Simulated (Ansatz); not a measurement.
`C#C[Si](F)(Cl)Cl` and `N[Si](F)(Cl)Cl` differ in one atom or group.

Ansatz, PBE0-D4/def2-TZVP geometries, multiplicity 1. Each molecule was computed in one conformer, which needn't be the lowest.

```tsv
property	`C#C[Si](F)(Cl)Cl`
size of the dipole moment (B3LYP/def2-TZVPP) / D	2.07
HOMO–LUMO gap (B3LYP/def2-TZVPP) / eV	7.56
HOMO energy (ωB97M-V/def2-TZVPP) / eV	-11.23
HOMO energy (PBE0/def2-TZVPP) / eV	-8.99
LUMO energy (B3LYP/def2-TZVPP) / eV	-1.15
LUMO energy (ωB97M-V/def2-TZVPP) / eV	1.12
```

Question: Give the same properties after the change, and the shifts. (Best estimate.)

Answer: Computed: 
| property | `N[Si](F)(Cl)Cl` | shift |
| --- | --- | --- |
| size of the dipole moment (B3LYP/def2-TZVPP) / D | 2.58 | 0.51 |
| HOMO–LUMO gap (B3LYP/def2-TZVPP) / eV | 8.34 | 0.78 |
| HOMO energy (ωB97M-V/def2-TZVPP) / eV | -10.87 | 0.36 |
| HOMO energy (PBE0/def2-TZVPP) / eV | -8.48 | 0.51 |
| LUMO energy (B3LYP/def2-TZVPP) / eV | 0.13 | 1.28 |
| LUMO energy (ωB97M-V/def2-TZVPP) / eV | 2.02 | 0.90 |

With PBE0 the HOMO rises by 0.51 eV and the LUMO rises by 1.45 eV, so the gap widens by about 0.94 eV. PBE moves the HOMO by 0.76 eV and ωB97M-V by 0.36 eV. Dipoles are sizes alone; their direction can turn.

B3LYP here is the variant with VWN-RPA as its local correlation; programs differ in this.
